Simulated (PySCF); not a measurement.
Ge(H)2(Br)(Me) (CH₅BrGe), SMILES [Br][GeH2][CH3]. Heavy atoms are numbered as in [GeH2:1]([CH3:2])[Br:3]. Hydrogens are named by the atom that carries them.

Coordinates come from a PBE0-D3(BJ)/def2-SVP optimisation.

All values below come from CAM-B3LYP/def2-TZVPD (PySCF).

Mulliken values depend strongly on the basis, most of all with diffuse functions as here. ESP charges are fitted to the potential on shells at 1.4 to 2.0 van der Waals radii. Atomic charges (e), one atom of each kind:

| atom | Mulliken | ESP fit |
|---|---|---|
| Ge1 (GeH2) | 0.34 | 0.35 |
| C2 (CH3) | -0.98 | -0.54 |
| Br3 | -0.36 | -0.22 |
| H on Ge1 | 0.03 | -0.04 |
| H on C2 | 0.30 | 0.16 |
